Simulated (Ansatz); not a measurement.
boric acid (H₃BO₃), singlet, geometry from GFN2-xTB; B3LYP/aug-cc-pVDZ in Ansatz (a first-principles code).

Here is a job for Ansatz.
Ansatz 0.2 input:
```yaml
crystal:
  periodic: [false, false, false]
  atoms:
    - {symbol: O, position_ang: [-1.14257544, -0.76938954, -0.03182750]}
    - {symbol: B, position_ang: [-0.00770897, -0.03931797, -0.00346985]}
    - {symbol: O, position_ang: [-0.11414081, 1.32224772, 0.13027114]}
    - {symbol: O, position_ang: [1.17041255, -0.70476858, -0.10979414]}
    - {symbol: H, position_ang: [-1.93446708, -0.23864193, 0.04760011]}
    - {symbol: H, position_ang: [0.69661442, 1.82756308, 0.14897985]}
    - {symbol: H, position_ang: [1.96682712, -0.17704808, -0.08842676]}
basis:
  gaussian:
    orbitals: aug-cc-pVDZ
hamiltonian:
  xc: b3lyp
scf: {lower_state_search: full}
```

The log (banner, timings and long lists left out):

```
Functional definition: B3LYP
900 factors; their error is unknown
mean field evaluation 1: about -6859.9396 eV, gradient 8.4e1 eV
mean field evaluation 2: about -6840.5527 eV, gradient 1.3e2 eV
mean field evaluation 4: about -6871.7363 eV, gradient 4.2e0 eV
mean field evaluation 8: about -6871.7654 eV, gradient 5.3e-2 eV
mean field evaluation 16: about -6859.9490 eV, gradient 8.4e1 eV
mean field -6871.77511020 eV, -252.5330774434 hartree, gradient 1.9e-5 eV, S^2 0.000000; 0 other end points of the search recorded, 0 dependent functions left out
reference -6871.77535799 eV, -252.5330865494 hartree; 16, 16 occupied and 103, 103 virtual orbitals, 900 factors
Total energy: -6871.77535799 eV, -252.5330865494 hartree
```
